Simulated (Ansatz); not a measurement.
The same path of CH₈BFOSi₂ (14 atoms, charge 0, multiplicity 1) was run twice with different band settings. The coordinate that changes most is the dihedral Si5–C4–Si6–H13.

Level of theory: RKS B3LYP-D4/def2-SVP in Ansatz.

Relaxed end points:

```xyz
14
Properties=species:S:1:pos:R:3
F -2.999 0.696 1.676
B -1.681 0.632 1.554
O -1.186 0.170 0.393
C 0.229 0.048 0.130
Si 0.622 -1.800 -0.139
Si 0.660 1.195 -1.332
H -0.976 0.985 2.471
H 0.811 0.390 1.009
H -0.115 -2.308 -1.329
H 2.090 -1.953 -0.356
H 0.208 -2.565 1.071
H 2.127 1.116 -1.590
H 0.285 2.595 -0.980
H -0.086 0.769 -2.548
```

```xyz
14
Properties=species:S:1:pos:R:3
F -2.232 1.317 2.361
B -1.055 0.876 1.938
O -0.968 0.460 0.663
C 0.251 -0.046 0.079
Si -0.045 -1.862 -0.424
Si 0.757 1.123 -1.342
H -0.114 0.860 2.696
H 1.066 -0.035 0.829
H -1.116 -1.936 -1.457
H 1.222 -2.423 -0.977
H -0.458 -2.638 0.780
H 0.941 2.499 -0.797
H -0.301 1.137 -2.389
H 2.039 0.638 -1.931
```

Common settings: movable images 5; climbing image yes; spring 5.0 eV/Å²; optimiser quadratic models (default); start path IDPP; iteration limit 60; end points relaxed.

| run | force threshold |
| --- | --- |
| 1 | 0.05 eV/Å |
| 2 | 0.5 eV/Å |

(1) What does each run give, and how far can it be trusted?

Results:

(1) Run 1: converged after 6 iterations, highest image 0.096 eV above the first end. A vibrational analysis at the climbing image gives one clearly imaginary mode, 144i cm⁻¹: a first-order saddle point.
Run 2: converged after 2 iterations, highest image 0.105 eV above the first end. The threshold of 0.5 eV/Å is loose, so the images may lie well off the minimum-energy path. The order of the stationary point at the top wasn't checked.
